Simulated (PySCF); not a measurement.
# Working out the ionisation energy of Mo²⁺

Mo²⁺ [Kr] 4d4 (5D) → Mo³⁺ [Kr] 4d3 (4F). Computed with PySCF 2.14 in x2c-SVPall (6s5p5d1f, 53 functions), with the spin-free X2C one-electron Hamiltonian (Gaussian nucleus). Frozen: [Kr]. Energies in hartree (1 hartree = 27.21139 eV):

```csv
part,Mo²⁺ (lower),Mo³⁺ (upper)
UHF,-4045.039013,-4044.080165
MP2 opposite-spin,0.000000,0.000000
MP2 same-spin,-0.027006,-0.011398
```

Problem. What does Hartree-Fock give?

Solution. (-4044.080165) − (-4045.039013) = 0.958848 hartree = 26.092 eV.

Problem. What do MP2 and SCS-MP2 (6/5 opposite-spin, 1/3 same-spin) give?

Solution. The opposite-spin parts differ by 0.000 eV and the same-spin parts by 0.425 eV. MP2: 26.092 + (0.000) + (0.425) = 26.517 eV. SCS-MP2: 26.092 + 1.2 × (0.000) + (0.425)/3 = 26.234 eV.

Reference: 27.13 ± 0.12 eV (semi-empirical (NIST evaluation); NIST Atomic Spectra Database, ionization energies), between the lowest levels; spin-orbit coupling is absent from the calculation.

A double-zeta basis recovers only part of the correlation energy.

What remains against the reference includes basis incompleteness, the frozen core and correlation beyond second order.
